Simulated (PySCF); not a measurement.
Electron correlation in Zn²⁺ (zinc, charge +2)

[Ar] 3d9 4p1, one real determinant (an excited configuration). Calculation: PySCF 2.14, in x2c-TZVPPall with one added diffuse shell each of s, p, d, f type (7s6p5d3f1g, 80 functions); scalar relativity by spin-free X2C-1e. Frozen: [Ne]; 18 electrons correlated.

| level | correlation energy (mhartree) |
| --- | --- |
| CCSD | -614.52 |
| (T) | -9.60 |
| CCSD(T) | -624.12 |

Diagnostics: T1 = 0.0078, D1 = 0.0250, largest double amplitude 0.027.

The real determinant used has ⟨L²⟩ near 8 against 12 for a pure F term, so it mixes terms.

Cost of the coupled-cluster step: roughly 50 core-seconds, for 18 correlated electrons.

Iterations:

```
CC2 = 0
CCSD nocc = (np.int64(10), np.int64(8)), nmo = (75, 75)
frozen orbitals [[0, 1, 2, 3, 4], [0, 1, 2, 3, 4]]
max_cycle = 100
direct = 0
conv_tol = 1e-08
conv_tol_normt = 1e-06
diis_space = 8
diis_start_cycle = 0
Init t2, MP2 energy = -0.651058720391277
Init E_corr(UCCSD) = -0.651058720391556
cycle = 1  E_corr(UCCSD) = -0.597850675603206  dE = 0.0532080448  norm(t1,t2) = 0.0656006
cycle = 2  E_corr(UCCSD) = -0.616983497541751  dE = -0.0191328219  norm(t1,t2) = 0.0224127
cycle = 3  E_corr(UCCSD) = -0.613982509129923  dE = 0.00300098841  norm(t1,t2) = 0.010546
cycle = 4  E_corr(UCCSD) = -0.614213135693399  dE = -0.000230626563  norm(t1,t2) = 0.00377779
cycle = 5  E_corr(UCCSD) = -0.61452032411507  dE = -0.000307188422  norm(t1,t2) = 0.00248767
cycle = 6  E_corr(UCCSD) = -0.614475750713388  dE = 4.45734017e-05  norm(t1,t2) = 0.00207594
cycle = 7  E_corr(UCCSD) = -0.614462541349654  dE = 1.32093637e-05  norm(t1,t2) = 0.0136024
cycle = 8  E_corr(UCCSD) = -0.614450977659161  dE = 1.15636905e-05  norm(t1,t2) = 0.00132383
cycle = 9  E_corr(UCCSD) = -0.614540774972067  dE = -8.97973129e-05  norm(t1,t2) = 0.000364781
cycle = 10  E_corr(UCCSD) = -0.614518318372501  dE = 2.24565996e-05  norm(t1,t2) = 0.000137792
cycle = 11  E_corr(UCCSD) = -0.614515399261021  dE = 2.91911148e-06  norm(t1,t2) = 6.26754e-05
cycle = 12  E_corr(UCCSD) = -0.614519205554054  dE = -3.80629303e-06  norm(t1,t2) = 2.00809e-05
cycle = 13  E_corr(UCCSD) = -0.61451820761279  dE = 9.97941264e-07  norm(t1,t2) = 7.59794e-06
cycle = 14  E_corr(UCCSD) = -0.614519158919542  dE = -9.51306752e-07  norm(t1,t2) = 2.56942e-06
cycle = 15  E_corr(UCCSD) = -0.614519008257032  dE = 1.5066251e-07  norm(t1,t2) = 1.25717e-06
cycle = 16  E_corr(UCCSD) = -0.61451900994881  dE = -1.69177794e-09  norm(t1,t2) = 2.66698e-06
cycle = 17  E_corr(UCCSD) = -0.614518973901388  dE = 3.60474219e-08  norm(t1,t2) = 3.76763e-06
cycle = 18  E_corr(UCCSD) = -0.614518999592929  dE = -2.56915408e-08  norm(t1,t2) = 1.69667e-07
cycle = 19  E_corr(UCCSD) = -0.614518997583862  dE = 2.0090668e-09  norm(t1,t2) = 8.58494e-08
UCCSD converged
E(UCCSD) = -1793.400604158673  E_corr = -0.6145189975838621
UCCSD(T) correction = -0.00959743424562762
```

The reference is one real determinant that mixes LS terms of this configuration.

This basis was not built for core-valence correlation, so the inner-shell part is incomplete.
